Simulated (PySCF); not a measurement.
Computed IR spectrum (relative IR intensity) of a molecule CH₃Cl₂NSi₂. Coordinates come from a PBE-D3(BJ)/def2-SVP optimisation. Other conformers were not sampled. Level of theory: PBE-D3(BJ)/def2-SVP (PySCF). Frequencies are harmonic and unscaled.

Lines under 2 % of the strongest are left out, and lines within 2 cm⁻¹ are merged.

```
ν (cm⁻¹)  relative intensity
--------  ------------------
147                      2.1
171                      3.4
316                      4.5
437                      8.7
453                       20
550                      100
577                       60
631                      2.8
661                       17
717                      7.3
742                       63
861                       28
906                       65
1225                     7.1
1556                      26
2165                      54
2183                      46
2978                      23
```

Which molecule gave these data?
A) Cl[Si]1(Cl)C=N[SiH2]1
B) Cl[Si]1(Cl)N=C[SiH2]1
C) Cl[Si@H]1C=N[Si@@H]1Cl

A, Cl[Si]1(Cl)C=N[SiH2]1
